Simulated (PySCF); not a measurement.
**A ladder for the ionisation energy of Yb²⁺**

Yb²⁺ [Xe] 4f14 (1S) → Yb³⁺ [Xe] 4f13 (2F). Scalar values calculated with PySCF 2.14 in ANO-RCC-VTZP (spin-free X2C; valence: [Kr] 4d10 frozen; valence and next inner shell: [Ar] 3d10 frozen). The spin-orbit shift comes from two-component X2C-1e calculations (generalised Hartree-Fock, GHF, and MP2 on its spinors, GMP2) in x2c-QZVPPall-2c: GMP2 gives 27.738 eV without and 27.096 eV with screened spin-orbit coupling, a shift of -0.642 eV (GHF: -0.659 eV). Sums use unrounded values; where a UHF row is shifted, it takes the GHF shift.

```json
{"method": "UHF", "scalar (eV)": "20.980"}
{"method": "LDA", "scalar (eV)": "27.417"}
{"method": "PBE", "scalar (eV)": "26.777"}
{"method": "PBE0", "scalar (eV)": "25.659"}
{"method": "r2SCAN", "scalar (eV)": "25.818"}
{"method": "MP2 (valence)", "scalar (eV)": "27.377"}
{"method": "SCS-MP2 (valence)", "scalar (eV)": "26.443"}
{"method": "MP2 (valence and next inner shell)", "scalar (eV)": "28.133"}
{"method": "SCS-MP2 (valence and next inner shell)", "scalar (eV)": "27.046"}
{"method": "MN15", "scalar (eV)": "27.453"}
{"method": "M06-L", "scalar (eV)": "25.902"}
{"method": "LC-wPBE", "scalar (eV)": "26.318"}
{"method": "CCSD (valence)", "scalar (eV)": "25.032"}
{"method": "CCSD(T) (valence)", "scalar (eV)": "25.511"}
```

Q: Form a composite estimate from CCSD(T) (valence) and the spin-orbit shift, and compare it with the reference, 25.053 ± 0.025 eV (semi-empirical (NIST evaluation); NIST Atomic Spectra Database, ionization energies).

A: 25.511 + (-0.642) = 24.869 eV, an error of -0.184 eV.

The errors of the correlated levels include the incompleteness of the basis and the frozen core, so a lower level can come closer by cancellation.
